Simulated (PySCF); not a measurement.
Isomers of C4H7NOSi. The calculation used PySCF, TDDFT CAM-B3LYP/def2-SVPD, vertical, gas phase, core orbitals frozen in the response. Geometries: GFN2-xTB; one conformer of each isolated species. Triplets are in the Tamm–Dancoff approximation.

A. `N#C[C@@H]1C[C@H]1[SiH2]O`
B. `C#C/C=N\[SiH2]OC`
C. `[C@@H]1(C(=C)[SiH2]1)C(=O)N`
D. `CN[Si@@H]1C=CC1=O`

Lowest singlet levels (six at most, fewer where fewer were computed) with oscillator strengths:

1. 3.72 eV (f 0.001); 5.13 eV (f 0.000); 5.67 eV (f 0.230); 6.18 eV (f 0.004); 6.74 eV (f 0.001); 6.84 eV (f 0.038); T1 3.15 eV
2. 5.01 eV (f 0.002); 5.38 eV (f 0.020); 6.00 eV (f 0.012); 6.34 eV (f 0.193); 6.45 eV (f 0.113); 6.58 eV (f 0.033); T1 4.10 eV
3. 3.22 eV (f 0.001); 5.04 eV (f 0.004); 5.35 eV (f 0.003); 6.11 eV (f 0.033); 6.18 eV (f 0.075); 6.46 eV (f 0.065); T1 2.71 eV
4. 7.23 eV (f 0.004); 7.33 eV (f 0.003); 7.54 eV (f 0.085); 7.80 eV (f 0.023); 7.94 eV (f 0.008); 8.17 eV (f 0.015); T1 6.21 eV

Question: Match each spectrum to its molecule.

Answer: 1 = B, 2 = C, 3 = D, 4 = A.
- A: S1 at 7.23 eV, HOMO→LUMO (28%), HOMO→LUMO+8 (24%), HOMO→LUMO+2 (15%); Löwdin shares by element: HOMO carbon 48% or more, nitrogen 25% (atoms not listed hold the other 27%); LUMO oxygen 32%, silicon 23%, hydrogen 21% or more (atoms not listed hold the other 24%); HOMO -9.67 and LUMO 0.41 eV.
- B: S1 at 3.72 eV, HOMO→LUMO (94%); Löwdin shares by element: HOMO nitrogen 57%, carbon 12% or more, silicon 10%, hydrogen 5% or more; LUMO carbon 58% or more, nitrogen 27% (atoms not listed hold the other 15%); HOMO -8.82 and LUMO -0.79 eV.
- C: S1 at 5.01 eV, HOMO→LUMO (69%), HOMO-1→LUMO (18%); Löwdin shares by element: HOMO oxygen 44%, carbon 24% or more, silicon 11% (atoms not listed hold the other 21%); LUMO carbon 65% or more, silicon 10% (atoms not listed hold the other 26%); HOMO -8.42 and LUMO 0.10 eV.
- D: S1 at 3.22 eV, HOMO→LUMO (91%); Löwdin shares by element: HOMO oxygen 46%, carbon 28% or more, silicon 12%; LUMO carbon 66% or more, oxygen 20%; HOMO -7.95 and LUMO -0.46 eV.
